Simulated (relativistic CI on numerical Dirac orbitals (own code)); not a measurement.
# Ta2+: 4f photoemission

Computed with this model: Dirac-Coulomb-Breit CI, KLI orbitals optimised for each configuration, QED by a radiative potential, valence Slater integrals scaled by 0.8, multiplet model of photoemission in the sudden approximation; configurations [Xe] 4f14 5d3 → [Xe] 4f13 5d3; 80 K; Lorentzian 0.17 eV and Gaussian 0.5 eV FWHM. Energies are those of the free ion, without screening or charge transfer. The energies are binding energies and can lie tens of eV above those of solids. S is read from ⟨S²⟩ = S(S + 1).

Field parameters in Wybourne normalisation: D4h B²₀ = −7Ds, B⁴₀ = 21(Dq − Dt), B⁴₄ = 21√(5/14) Dq. The field is a parameter set, without covalency.

free ion: ground-state S = 1.46, centroid 46.63 eV. Peaks (eV, height): 45.5 (100), 47.6 (63), 49.7 (7).

D4h, 10Dq = 32550, Ds = 980, Dt = -480 cm⁻¹: ground-state S = 1.49, centroid 46.83 eV. Peaks (eV, height): 45.9 (100), 47.9 (62).

Strongest unbroadened transitions for free ion:

| Energy (eV) | Relative strength |
| --- | --- |
| 45.31 | 92.4 |
| 45.43 | 82.1 |
| 45.50 | 36.4 |
| 45.69 | 62.1 |
| 45.91 | 100.0 |
| 45.92 | 11.2 |
| 46.25 | 9.9 |
| 46.26 | 7.6 |
| 46.84 | 12.9 |
| 47.05 | 8.9 |
| 47.60 | 99.4 |
| 47.65 | 10.4 |
| 47.72 | 26.5 |
| 48.09 | 12.8 |
| 48.36 | 8.1 |
| 48.48 | 17.9 |
| 48.85 | 9.6 |
| 48.94 | 8.1 |
